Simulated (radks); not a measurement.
Spherical jellium clusters: N electrons in a uniform positive sphere of charge N and radius rs N^(1/3), rs = 5.23 bohr. Calculated with a radial shooting solver with Libxc functionals: non-relativistic Kohn-Sham, LDA (Slater exchange, Perdew-Wang correlation), spin-polarised, spherical densities. Levels are named by radial order and angular momentum (1s, 1p, 1d, 2s, ...), and open shells are averaged over m.

N = 10, configuration 1s2 1p6 1d(up 2, down 0). This is the lowest configuration that the search found. Occupied and some empty levels:

level    occupation  eigenvalue (eV)  <r> (bohr)
1s up             1          -3.5641       7.424
1s down           1          -3.4240       7.249
1p up             3          -2.9256       8.657
1p down           3          -2.7536       8.619
1d up             2          -2.0946       9.684
1d down           0          -1.9155       9.737
2s up             0          -1.6190       8.604
2s down           0          -1.5356       8.728
1f up             0          -1.1431       10.77
1f down           0         -0.97559       10.93
2p up             0         -0.75213       11.47
2p down           0         -0.67074       11.72

Energy (eV): total -17.3298, kinetic 11.023, external -287.12, Hartree 142.63, exchange-correlation -28.763, background 144.90.

Electron density:

r (bohr)  n(r) (e/bohr^3)
0.359           0.0008715
1.71             0.001032
3.06             0.001361
4.42             0.001757
5.77             0.002061
7.12             0.002090
8.48             0.001742
9.83             0.001134
11.2            0.0005632
12.5            0.0002234
13.9           0.00007633
15.2           0.00002408
16.6            7.215e-06
17.9            2.078e-06
